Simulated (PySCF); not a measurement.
Compound: C5H4ClF3N2.
Numbering: `[CH3:1][n:2]1[n:3][c:4]([C:5]([F:6])([F:7])[F:8])[cH:9][c:10]1[Cl:11]` (hydrogens: H12, H13, H14 on C1; H15 on C9)

Level: CAM-B3LYP/def2-SVPD in PySCF, non-relativistic, on one gas-phase PBE0-D3(BJ)/def2-SVP geometry that isn't relaxed in the solvent. The solvent is an IEF-PCM continuum (Bondi radii, 1.10 Å for H, scaled by 1.2). Specific hydrogen bonds and non-electrostatic terms are outside this model.

Gas phase at CAM-B3LYP/def2-SVPD: HOMO -8.94 eV, LUMO 0.58 eV, dipole 4.03 D.

**Question.** What does the continuum do to the energy, the frontier levels and the dipole at CAM-B3LYP/def2-SVPD in benzene and chloroform?

**Answer.** 
```
   solvent      ε  E(solvent) − E(gas) (kcal/mol)  polarisation term (kcal/mol)  distortion of the solute (kcal/mol)  HOMO (eV)  LUMO (eV)  dipole (D)
   benzene  2.271                           -2.50                         -2.68                                 0.18      -8.85       0.67        4.49
chloroform  4.711                           -3.93                         -4.39                                 0.46      -8.81       0.69        4.75
```

The polarisation term is half the interaction of the solute with the surface charges that it induces; the rest is the cost of distorting the solute's density. The sum is the electrostatic part of solvation alone. From benzene to chloroform the lowering changes by a factor 1.57, Onsager's factor (ε − 1)/(2ε + 1) by 1.55 and ε itself by 2.1.

**Question.** Which radius a makes the point-dipole formula ΔE = −[(ε − 1)/(2ε + 1)]·μ²/a³ give the value in chloroform, with the gas-phase dipole?

**Answer.** μ = 1.584 au and |ΔE| = 0.00626 Eh give a = 2.77 Å; the farthest nucleus lies 3.36 Å from the centroid of the nuclei, so such a sphere wouldn't even hold the nuclei. The formula assumes a rigid point dipole at the centre of a sphere.

**Question.** How does the static polarisability (CAM-B3LYP/def2-SVPD, frozen core, with the continuum's full static response) change?

**Answer.** 
| medium | isotropic (au) | principal values (au) | ⟨r²⟩ of the electrons (bohr²) |
| --- | --- | --- | --- |
| gas | 87.3 | 60.8, 89.4, 111.7 | 2225.2 |
| benzene | 98.8 | 68.2, 102.3, 125.9 | 2224.9 |
| chloroform | 106.6 | 74.3, 111.1, 134.4 | 2224.7 |

The isotropic value in chloroform is 1.22 times the gas-phase one; no cavity-field correction is applied. ⟨r²⟩ is taken about the centre of nuclear charge.

Shape of the structure used: `[CH3:1][n:2]1[n:3][c:4]([C:5]([F:6])([F:7])[F:8])[cH:9][c:10]1[Cl:11]`: N3–C4–C5–F6 52°.
